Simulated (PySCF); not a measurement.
C4H9O2 (SMILES [CH2]C(O)COC), doublet, geometry from GFN2-xTB; WB97X/STO-3G (PySCF).

Input for PySCF:
```python
from pyscf import gto, scf, dft

mol = gto.M(
    atom='''
C    -1.635460    1.114110   -0.333849
C    -1.142979    0.036087    0.542069
O    -1.459975   -1.248749    0.076370
C     0.396571    0.154049    0.741261
O     0.999132   -0.034810   -0.517688
C     2.400404    0.013921   -0.468693
H    -1.933793    0.899290   -1.339800
H    -1.605908    2.130674    0.002726
H    -1.595299    0.113005    1.542827
H    -0.979056   -1.376510   -0.750924
H     0.649734    1.141418    1.152798
H     0.732549   -0.622301    1.445301
H     2.802628   -0.767841    0.187818
H     2.753371   -0.147464   -1.485195
H     2.751306    0.989198   -0.109740
''',
    basis='sto-3g',
    charge=0,
    spin=1,
    verbose=4,
)

mf = dft.UKS(mol)
mf.xc = 'wb97x'
mf.grids.prune = dft.gen_grid.sg1_prune
mf.kernel()
```

The log (banner, timings and long lists left out):

```
PySCF version 2.14.0

[INPUT] verbose = 4
[INPUT] num. atoms = 15
[INPUT] num. electrons = 49
[INPUT] charge = 0
[INPUT] spin (= nelec alpha-beta = 2S) = 1
[INPUT] symmetry False subgroup None
[INPUT] Mole.unit = angstrom
[INPUT] Symbol           X                Y                Z      unit          X                Y                Z       unit  Magmom
[INPUT]  1 C     -1.635460000000   1.114110000000  -0.333849000000 AA   -3.090571487681   2.105362772639  -0.630883176960 Bohr   0.0
[INPUT]  2 C     -1.142979000000   0.036087000000   0.542069000000 AA   -2.159917276129   0.068194546657   1.024361950617 Bohr   0.0
[INPUT]  3 O     -1.459975000000  -1.248749000000   0.076370000000 AA   -2.758952898712  -2.359793608324   0.144318384133 Bohr   0.0
[INPUT]  4 C      0.396571000000   0.154049000000   0.741261000000 AA    0.749410578945   0.291110419763   1.400780276821 Bohr   0.0
[INPUT]  5 O      0.999132000000  -0.034810000000  -0.517688000000 AA    1.888085842289  -0.065781366396  -0.978288537974 Bohr   0.0
[INPUT]  6 C      2.400404000000   0.013921000000  -0.468693000000 AA    4.536106148310   0.026306877380  -0.885701406501 Bohr   0.0
[INPUT]  7 H     -1.933793000000   0.899290000000  -1.339800000000 AA   -3.654339151601   1.699411806560  -2.531855061692 Bohr   0.0
[INPUT]  8 H     -1.605908000000   2.130674000000   0.002726000000 AA   -3.034726301248   4.026390320732   0.005151393416 Bohr   0.0
[INPUT]  9 H     -1.595299000000   0.113005000000   1.542827000000 AA   -3.014678196793   0.213548500706   2.915520487584 Bohr   0.0
[INPUT] 10 H     -0.979056000000  -1.376510000000  -0.750924000000 AA   -1.850147700612  -2.601226907725  -1.419040700363 Bohr   0.0
[INPUT] 11 H      0.649734000000   1.141418000000   1.152798000000 AA    1.227819313818   2.156967413649   2.178472496946 Bohr   0.0
[INPUT] 12 H      0.732549000000  -0.622301000000   1.445301000000 AA    1.384316982824  -1.175978457043   2.731223057560 Bohr   0.0
[INPUT] 13 H      2.802628000000  -0.767841000000   0.187818000000 AA    5.296199349038  -1.451009197212   0.354924581264 Bohr   0.0
[INPUT] 14 H      2.753371000000  -0.147464000000  -1.485195000000 AA    5.203117109320  -0.278666573233  -2.806611791573 Bohr   0.0
[INPUT] 15 H      2.751306000000   0.989198000000  -0.109740000000 AA    5.199214824873   1.869313302968  -0.207378544910 Bohr   0.0

nuclear repulsion = 254.196986663773
number of shells = 27
number of NR pGTOs = 117
number of NR cGTOs = 39
basis = sto-3g
ecp = {}

******** <class 'pyscf.dft.uks.UKS'> ********
method = UKS
initial guess = minao
damping factor = 0
level_shift factor = 0
DIIS = <class 'pyscf.scf.diis.CDIIS'>
diis_start_cycle = 1
diis_space = 8
diis_damp = 0
SCF conv_tol = 1e-09
SCF conv_tol_grad = None
SCF max_cycles = 50
direct_scf = True
direct_scf_tol = 1e-13
number electrons alpha = 25  beta = 24
XC library pyscf.dft.libxc version 7.1.2
    S. Lehtola, C. Steigemann, M. J. T. Oliveira, and M. A. L. Marques,  SoftwareX 7, 1–5 (2018)
XC functionals = wb97x
    J.-D. Chai and M. Head-Gordon,  J. Chem. Phys. 128, 084106 (2008)
radial grids:
    Treutler-Ahlrichs [JCP 102, 346 (1995); DOI:10.1063/1.469408] (M4) radial grids

becke partition: Becke, JCP 88, 2547 (1988); DOI:10.1063/1.454033
pruning grids: <function sg1_prune>
grids dens level: 3
symmetrized grids: False
atomic radii adjust function: <function treutler_atomic_radii_adjust>
small_rho_cutoff = 0
Set gradient conv threshold to 3.16228e-05
tot grids = 76904
init E= -305.019928355667

cycle= 1 E= -304.017815105212  delta_E=    1  |g|= 0.442  |ddm|= 3.35
cycle= 2 E= -304.117318831408  delta_E= -0.0995  |g|= 0.269  |ddm|= 0.928
cycle= 3 E= -304.157623617218  delta_E= -0.0403  |g|= 0.0226  |ddm|= 0.332
cycle= 4 E= -304.158331216312  delta_E= -0.000708  |g|= 0.00797  |ddm|= 0.054
cycle= 5 E= -304.158411688958  delta_E= -8.05e-05  |g|= 0.0025  |ddm|= 0.0175
cycle= 6 E= -304.158423161307  delta_E= -1.15e-05  |g|= 0.000862  |ddm|= 0.00778
cycle= 7 E= -304.158424110522  delta_E= -9.49e-07  |g|= 0.000215  |ddm|= 0.00216
cycle= 8 E= -304.158424212865  delta_E= -1.02e-07  |g|= 7.16e-05  |ddm|= 0.000764
cycle= 9 E= -304.158424224579  delta_E= -1.17e-08  |g|= 2.8e-05  |ddm|= 0.000243
cycle= 10 E= -304.158424226581  delta_E= -2e-09  |g|= 9.97e-06  |ddm|= 0.000102
cycle= 11 E= -304.158424226896  delta_E= -3.15e-10  |g|= 2.74e-06  |ddm|= 4.83e-05
Extra cycle  E= -304.158424226907  delta_E= -1.08e-11  |g|= 1.32e-06  |ddm|= 6.07e-06
converged SCF energy = -304.158424226907  <S^2> = 0.7550136  2S+1 = 2.0050073
```
